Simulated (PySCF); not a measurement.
disilazane anion (H7NSi2), SMILES [SiH3]N[SiH3] (connectivity only; charge and spin as stated), charge -1, multiplicity 2.

Coordinates come from a PBE0-D3(BJ)/def2-SVPD optimisation. The multiplicity is an assumed one; other spin states were not compared.

Two levels are set side by side: PBE/def2-TZVPD (PySCF) and ωB97X/def2-TZVPD (PySCF). Same geometry, gas phase. Differences are taken from unrounded values.

```csv
quantity,ωB97X,PBE,PBE minus ωB97X
α-spin orbital gap (eV),5.67,1.25,-4.42
β-spin orbital gap (eV),9.60,3.82,-5.78
mean polarisability (bohr³),109.0,145.9,36.9
```

PBE's more diffuse valence density responds more strongly to a field. Differences between two approximate levels are no errors against the true value.

Rough cost on one machine, each run with all the roots and properties that it gave: ωB97X against PBE within a factor of 2.
